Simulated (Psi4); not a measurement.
iminoborane (H2BN), singlet, geometry from GFN2-xTB; CCSD(T)/6-311G** (Psi4).

The Psi4 input:
```
memory 2 GB

molecule mol {
0 1
B     0.697434    0.017586    0.015856
N    -0.541988   -0.010755   -0.010437
H     1.836800    0.040376    0.037915
H    -1.530057   -0.053021   -0.044133
}

set {
  basis 6-311g**
  reference rhf
  freeze_core true
  mp2_type conv
  scf_type pk
  puream true
  d_convergence 1e-8
}

energy('ccsd(t)')
print_variables()
```

Predict the main parts of the log of this Psi4 run.


```
   => Loading Basis Set <=

    Name: 6-311G**
    Role: ORBITAL
    Keyword: BASIS

         ---------------------------------------------------------
                                   SCF
               by Justin Turney, Rob Parrish, Andy Simmonett
                          and Daniel G. A. Smith
                              RHF Reference
         ---------------------------------------------------------

  ==> Geometry <==

    Molecular point group: c1
    Full point group: C1

    Geometry (in Angstrom), charge = 0, multiplicity = 1:

       Center              X                  Y                   Z               Mass
    ------------   -----------------  -----------------  -----------------  -----------------
         B            0.682711910258     0.016466324010     0.015036598556    11.009305360000
         N           -0.556710089742    -0.011874675990    -0.011256401444    14.003074004430
         H            1.822077910258     0.039256324010     0.037095598556     1.007825032230
         H           -1.544779089742    -0.054140675990    -0.044952401444     1.007825032230

  Running in c1 symmetry.

  Rotational constants: A =  34861.11510  B =      1.10622  C =      1.10619 [cm^-1]
  Rotational constants: A = 1045109938.32767  B =  33163.66049  C =  33162.60817 [MHz]
  Nuclear repulsion =   23.901259343536950

  Charge       = 0
  Multiplicity = 1
  Electrons    = 14
  Nalpha       = 7
  Nbeta        = 7

  ==> Algorithm <==

  SCF Algorithm Type is PK.
  DIIS enabled.
  MOM disabled.
  Fractional occupation disabled.
  Guess Type is SAD.
  Energy threshold   = 1.00e-08
  Density threshold  = 1.00e-08
  Integral threshold = 1.00e-12

  ==> Primary Basis <==

  Basis Set: 6-311G**
    Blend: 6-311G**
    Number of shells: 24
    Number of basis functions: 48
    Number of Cartesian functions: 50
    Spherical Harmonics?: true
    Max angular momentum: 2

  ==> Integral Setup <==

  Using in-core PK algorithm.
   Calculation information:
      Number of atoms:                   4
      Number of AO shells:              24
      Number of primitives:             46
      Number of atomic orbitals:        50
      Number of basis functions:        48

      Integral cutoff                 1.00e-12
      Number of threads:                 1

  Performing in-core PK
  Using 1384152 doubles for integral storage.
  We computed 45011 shell quartets total.
  Whereas there are 45150 unique shell quartets.

  ==> DiskJK: Disk-Based J/K Matrices <==

[...]
  @RHF Final Energy:   -80.31618457501513
    Total Energy =                        -80.3161845750151286
[...]
              3  24        -0.0055304084

    Largest TIjAb Amplitudes:
      4   4   1   1        -0.0685164751
      3   3   0   0        -0.0677074339
      3   4   0   1         0.0448566528
      4   3   1   0         0.0448566528
      4   4  11  11        -0.0316605724
      3   3  10  10        -0.0316282354
      4   4   1  11        -0.0305986889
      4   4  11   1        -0.0305986889
      3   3   0  10        -0.0303489826
      3   3  10   0        -0.0303489826

    SCF energy       (wfn)                    =  -80.316184575015129
    Reference energy (file100)                =  -80.316184575015413

    Opposite-spin MP2 correlation energy      =   -0.200424624945652
    Same-spin MP2 correlation energy          =   -0.063548649406448
    Singles MP2 correlation energy            =   -0.000000000000000
    MP2 correlation energy                    =   -0.263973274352099
      * MP2 total energy                      =  -80.580157849367509

    Opposite-spin CCSD correlation energy     =   -0.222468453373545
    Same-spin CCSD correlation energy         =   -0.054933657328702
    Singles CCSD correlation energy           =    0.000000000000000
    CCSD correlation energy                   =   -0.277402110702247
      * CCSD total energy                     =  -80.593586685717653

            **************************
            *                        *
            *        CCTRIPLES       *
            *                        *
            **************************

    Wave function   =    CCSD_T
    Reference wfn   =      RHF

    Nuclear Rep. energy (wfn)                =   23.901259343536950
    SCF energy          (wfn)                =  -80.316184575015129
    Reference energy    (file100)            =  -80.316184575015413
    CCSD energy         (file100)            =   -0.277402110702247
    Total CCSD energy   (file100)            =  -80.593586685717653

    Number of ijk index combinations:               35
    Approx. words needed per explicit thread:          275684
    Number of threads for explicit ijk threading:    1

    MKL num_threads set to 1 for explicit threading.

    (T) energy                                =   -0.011456026246229
      * CCSD(T) total energy                  =  -80.605042711963890

  Variable Map:
  ----------------------------------------------------------------------------
[...]
  Array Variable Map:
  ----------------------------------------------------------------------------
[...]
[...]
```
